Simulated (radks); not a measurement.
All-electron atom: the titanium ion Ti2+ in [Ar] 3d2 (the NIST ground configuration). Method: scalar-relativistic Kohn-Sham, LDA (Slater exchange, Perdew-Wang correlation), spin-polarised, spherical densities, point nucleus; open shells are filled with parallel spins first; computed with a radial shooting solver on a logarithmic mesh with Libxc functionals.

Unscreened Slater integrals over Kohn-Sham orbitals (cm^-1). They are taken over the spin-up orbitals.

F0(3d,3d): 143310
F2(3d,3d): 65748
F4(3d,3d): 40790
F0(3d,3p): 160180
F2(3d,3p): 74795
G1(3d,3p): 93404
G3(3d,3p): 55971
F0(3d,3s): 164820
G2(3d,3s): 70221
F0(3d,2p): 202360
F2(3d,2p): 33161
G1(3d,2p): 22667
G3(3d,2p): 12821
F0(3p,3p): 183100
F2(3p,3p): 91573
F0(3p,3s): 189260
G1(3p,3s): 125470
F0(3p,2p): 249740
F2(3p,2p): 47823
G0(3p,2p): 18845
G2(3p,2p): 19487
F0(3s,3s): 196120
F0(3s,2p): 261390
G1(3s,2p): 21154
F0(2p,2p): 691130
F2(2p,2p): 323700

Derived for the open shells (J is the average intra-shell exchange parameter used in DFT+U). 3d: Racah B = F2/49 - 5 F4/441 = 879.3 cm^-1, C = 35 F4/441 = 3237 cm^-1, C/B = 3.68, F4/F2 = 0.620, J = (F2 + F4)/14 = 7610 cm^-1.
